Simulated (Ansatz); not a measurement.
`CC1=CB1`, charge 0, multiplicity 1.

Task: Give a relaxed structure at PBE0-D4/def2-TZVP (Ansatz). (Estimate.)

Result: Ansatz gave: 
Z-matrix (Å, degrees):
```
C
C 1 1.474
H 1 1.092 2 112.9
H 1 1.093 2 109.9 3 121.9
H 1 1.093 2 109.7 3 -121.6
C 2 1.349 1 141.0 3 1.5
B 2 1.472 1 156.7 3 -178.7
H 6 1.082 2 138.8 1 -0.1
H 7 1.183 2 153.0 1 0.2
```
Point group Cs.
This is one stationary point; other conformers may exist.
